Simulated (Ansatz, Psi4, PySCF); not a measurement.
System: methoxymethyl(silyl)silane, C2H10OSi2, net charge 0, singlet state. SMILES: COC[SiH2][SiH3]
Geometry: optimised at B3LYP-D3(BJ)/def2-TZVP (Ansatz, an electronic-structure program).

Property: vertical ionisation energy to the doublet, in eV. Terms: each state is the SCF solution reached for its charge and spin; spin-orbit terms left out; 6-311+G** with 5d, 6d on Na to Ar in Ansatz; UHF or UKS for open shells; frozen cores in correlated levels; dispersion terms only where a functional's name holds one; non-relativistic; six Cartesian d functions in 6-31G* and its kin unless marked 5d. First-principles rows: single points at B3LYP-D3(BJ) geometries (Ansatz).

| level | program | vertical ionisation energy to the doublet (eV) |
|---|---|---|
| HF/6-31G* | Ansatz | 8.80 |
| HF/6-311+G** | Ansatz | 8.84 |
| B3LYP/STO-3G | Ansatz | 7.05 |
| B3LYP/6-31G* | Ansatz | 9.41 |
| M06-2X/6-31G* (5d) | PySCF | 9.84 |
| wB97X-D/6-31G* | Psi4 | 9.70 |
| MP2/6-31G* | Ansatz | 9.99 |
| B3LYP/def2-TZVPD | Ansatz | 9.57 |

No value to compare with is used here. The 7 habitual levels span 7.05 (B3LYP/STO-3G) to 9.99 eV (MP2/6-31G*); B3LYP/def2-TZVPD gives 9.57.

The levels are drawn from those run, B3LYP/6-31G* more often than the rest, none by its result; left out are runs that failed, that the program found above a lower state of the same kind, or whose <S^2> lies over 0.5 above the pure value.
